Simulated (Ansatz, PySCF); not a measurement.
C₂H₅O₂, SMILES C(O)C[O], multiplicity 2. Atoms are numbered in the order given.

```xyz
9

O      1.3974     0.0502     0.7473
C      0.8093    -0.3288    -0.4131
C     -0.7253    -0.4401    -0.1863
O     -1.3392     0.7760     0.1170
H      0.9779     0.3897    -1.2470
H      1.1380    -1.3418    -0.7328
H     -0.9026    -1.1165     0.6631
H     -1.1418    -0.9150    -1.0970
H     -1.2305     1.3723    -0.6328
```
Charge 0, spin multiplicity 2.

Coordinates come from a ωB97X-D3(BJ)/def2-SVP optimisation. The isomer is the one that the SMILES or the coordinates give; other isomers of the formula were not compared. Other conformers were not sampled.

Two levels are set side by side: PBE-D3(BJ)/def2-SVP (Ansatz, a quantum-chemistry and plane-wave program) and ωB97X-D3(BJ)/def2-SVP (PySCF). Each level has its own optimised geometry; the coordinates shown are those of the second. Frequencies come from the Hessian of PySCF at each geometry. Differences are taken from unrounded values.

```
quantity                            ωB97X-D3(BJ)
----------------------------------  ------------
mean bond length (Å)                       1.213
bond O1–C2 (Å)                             1.355
bond C2–C3 (Å)                             1.555
bond C3–O4 (Å)                             1.396
bond C2–H5 (Å)                             1.114
bond C2–H6 (Å)                             1.112
bond C3–H7 (Å)                             1.100
bond C3–H8 (Å)                             1.108
bond O4–H9 (Å)                             0.964
highest harmonic wavenumber (cm⁻¹)          3882
mean harmonic wavenumber (cm⁻¹)             1494
zero-point energy (kcal/mol)               44.86
```

Q: What does PBE-D3(BJ) give, and how far is it from ωB97X-D3(BJ)? (The exact figures need the calculation; the answer reports its results.)

A: 
```json
[
 {"quantity": "mean bond length (Å)", "PBE-D3(BJ)": "1.222", "PBE-D3(BJ) minus ωB97X-D3(BJ)": "0.009"},
 {"quantity": "bond O1–C2 (Å)", "PBE-D3(BJ)": "1.322", "PBE-D3(BJ) minus ωB97X-D3(BJ)": "-0.033"},
 {"quantity": "bond C2–C3 (Å)", "PBE-D3(BJ)": "1.610", "PBE-D3(BJ) minus ωB97X-D3(BJ)": "0.055"},
 {"quantity": "bond C3–O4 (Å)", "PBE-D3(BJ)": "1.385", "PBE-D3(BJ) minus ωB97X-D3(BJ)": "-0.010"},
 {"quantity": "bond C2–H5 (Å)", "PBE-D3(BJ)": "1.132", "PBE-D3(BJ) minus ωB97X-D3(BJ)": "0.018"},
 {"quantity": "bond C2–H6 (Å)", "PBE-D3(BJ)": "1.130", "PBE-D3(BJ) minus ωB97X-D3(BJ)": "0.018"},
 {"quantity": "bond C3–H7 (Å)", "PBE-D3(BJ)": "1.108", "PBE-D3(BJ) minus ωB97X-D3(BJ)": "0.007"},
 {"quantity": "bond C3–H8 (Å)", "PBE-D3(BJ)": "1.117", "PBE-D3(BJ) minus ωB97X-D3(BJ)": "0.009"},
 {"quantity": "bond O4–H9 (Å)", "PBE-D3(BJ)": "0.976", "PBE-D3(BJ) minus ωB97X-D3(BJ)": "0.012"},
 {"quantity": "highest harmonic wavenumber (cm⁻¹)", "PBE-D3(BJ)": "3689", "PBE-D3(BJ) minus ωB97X-D3(BJ)": "-193"},
 {"quantity": "mean harmonic wavenumber (cm⁻¹)", "PBE-D3(BJ)": "1437", "PBE-D3(BJ) minus ωB97X-D3(BJ)": "-57"},
 {"quantity": "zero-point energy (kcal/mol)", "PBE-D3(BJ)": "43.15", "PBE-D3(BJ) minus ωB97X-D3(BJ)": "-1.71"}
]
```

GGA bonds tend to be longer and softer than those of functionals with exact exchange. Differences between two approximate levels are no errors against the true value.
